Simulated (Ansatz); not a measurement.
CH5FGeO2, SMILES `OC(F)[O][GeH3]`. Charge 0, multiplicity 1. The geometry is a stationary point of PBE0-D4/def2-TZVP. It is one conformer, not always the lowest.

```xyz
10

O     0.647    1.336   -0.326
C    -0.679    0.951   -0.293
F    -1.035    0.570   -1.584
O    -0.841   -0.062    0.565
Ge    0.413   -1.370    0.651
H     0.781    1.929   -1.072
H    -1.356    1.774   -0.034
H     0.854   -1.759   -0.763
H     1.581   -0.878    1.511
H    -0.366   -2.491    1.344
```

(1) What is the dipole moment at B3LYP/def2-TZVPP? (Estimate.)

(2) And with PBE, r2SCAN, ωB97M-V? (Best estimate.)

(3) Give the Mulliken charges with B3LYP, r2SCAN, ωB97M-V in def2-TZVPP. (Estimate.)

Answers

(1) Ansatz gave: 1.29 D, with components (1.16, 0.58, -0.03) D in this frame, pointing from negative to positive charge.

(2) Ansatz gave: PBE 1.25 D, r2SCAN 1.28 D, ωB97M-V 1.30 D.

(3) Computed: 
| atom | B3LYP | r2SCAN | ωB97M-V |
| --- | --- | --- | --- |
| O1 | -0.33 | -0.35 | -0.31 |
| C2 | 0.37 | 0.43 | 0.34 |
| F3 | -0.25 | -0.24 | -0.23 |
| O4 | -0.40 | -0.41 | -0.41 |
| Ge5 | 0.31 | 0.32 | 0.25 |
| H6 | 0.20 | 0.21 | 0.19 |
| H7 | 0.10 | 0.05 | 0.11 |
| H8 | 0.00 | 0.00 | 0.03 |
| H9 | 0.00 | -0.01 | 0.02 |
| H10 | 0.00 | -0.01 | 0.02 |

B3LYP here is the variant with VWN-RPA as its local correlation; programs differ in this.
